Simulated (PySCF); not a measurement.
**SMILES COc1ccc(B(F)F)o1, C5H5BF2O2**

Cartesian coordinates in Å; atom numbers follow the order of the lines, from 1:
```xyz
15

C    -2.509    0.888   -0.146
O    -1.978   -0.399   -0.403
C    -0.689   -0.584   -0.208
C     0.064   -1.727   -0.367
C     1.378   -1.338   -0.020
C     1.355   -0.005    0.327
B     2.439    0.962    0.778
F     3.693    0.549    0.902
F     2.184    2.229    1.059
O     0.050    0.440    0.198
H    -3.582    0.822   -0.358
H    -2.353    1.180    0.904
H    -2.046    1.646   -0.797
H    -0.303   -2.697   -0.689
H     2.268   -1.966   -0.017
```

Computed with quadratic response CAM-B3LYP/aug-cc-pVDZ first hyperpolarisability, Taylor convention, gas phase in PySCF. Geometry: PBE0-D3(BJ)/def2-SVP.

Question: Give β for the processes computed.

Answer: In 10⁻³⁰ esu, Taylor convention; the vector part is βᵢ = ⅓ Σⱼ (βᵢⱼⱼ + βⱼᵢⱼ + βⱼⱼᵢ); β∥ is 3/5 of the vector part along the dipole, the dipole points from − to +:
| process | λ (nm) | β vector norm | β∥ | β HRS | depolarisation ratio |
| --- | --- | --- | --- | --- | --- |
| static β(0;0,0) | ∞ | 4.73 | 2.84 | 2.01 | 4.65 |
| second harmonic β(−2ω;ω,ω) | 1907 | 5.19 | 3.11 | 2.20 | 4.68 |
| Pockels β(−ω;ω,0) | 1907 | 4.88 | 2.92 | – | – |
| second harmonic β(−2ω;ω,ω) | 1064 | 6.49 | 3.89 | 2.74 | 4.75 |
| Pockels β(−ω;ω,0) | 1064 | 5.22 | 3.13 | – | – |

Question: Which lowest excitations, dipole and polarisabilities go with it?

Answer: S1 4.96 eV (f = 0.337); S2 5.46 eV (f = 0.001); S3 6.15 eV (f = 0.002); dipole 2.86 D; isotropic α 82.8 au static, 83.1 au at 1907 nm, 83.9 au at 1064 nm, 84.2 au at 953.5 nm, 88.0 au at 532 nm.
